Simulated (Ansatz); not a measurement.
`C[CH2][AlH][SH]` + H₂ → `[CH3][AlH][SH]` + CH₄ at 298.15 K and 1 bar (hydrogenolysis of a C–C bond).

Calculated with Ansatz (gas phase, PBE0-D4/def2-TZVP geometries, no zero-point term in ΔE). CBS: MP2 limit from def2 TZ/QZ plus the TZ coupled-cluster correction, frozen cores. This one scheme is used for every species. One conformer a species, not always the lowest.

| species | CCSD(T)/CBS energy (Eh) | H − E (kJ/mol) | S (J/(mol·K)) |
| --- | --- | --- | --- |
| `C[CH2][AlH][SH]` | -720.15155 | 233.7 | 344.9 |
| H₂ | -1.17544 | 35.1 | 130.4 |
| `[CH3][AlH][SH]` | -680.89694 | 154.0 | 319.2 |
| CH₄ | -40.46206 | 127.4 | 186.2 |

H − E and S are ideal-gas, rigid-rotor, harmonic terms from PBE0-D4/def2-TZVP, for one conformer and one mirror image of each species. The MP2-based limit puts H₂ 0.8 mEh under its directly extrapolated value; such offsets cancel only in part. 1 Eh = 2625.50 kJ/mol, R = 8.31446 J/(mol·K).

Q: By hand: ΔE, ΔH, ΔS and ΔG.

A: ΔE = (-680.89694) + (-40.46206) − (-720.15155) − (-1.17544) = -0.03201 Eh = -84.0 kJ/mol. Δ(H − E) = 154.0 + 127.4 − 233.7 − 35.1 = 12.6, so ΔH = -71.4 kJ/mol. ΔS = 319.2 + 186.2 − 344.9 − 130.4 = 30.1 J/(mol·K). ΔG = -71.4 − 298.15 × (30.1)/1000 = -80.4 kJ/mol.

Q: By hand: the equilibrium constant, and the temperature at which ΔG would vanish if ΔH and ΔS stayed fixed.

A: log₁₀ K = −ΔG/(RT ln 10) = 14.1. ΔH and −TΔS have one sign here, so there is no such temperature.

ΔH outweighs TΔS. A doubt of 5 kJ/mol in ΔE shifts log₁₀ K by 0.9 here. Other conformers and mirror images would add mixing entropy, several J/(mol·K) or more a flexible species. Modes under 60 cm⁻¹, often nearly free rotors, make the harmonic entropy too high. These are equilibria of isolated gas molecules and say nothing of rates. Largest T1 diagnostic: 0.010 (customary marks: 0.02 for closed shells, 0.045 for open ones).
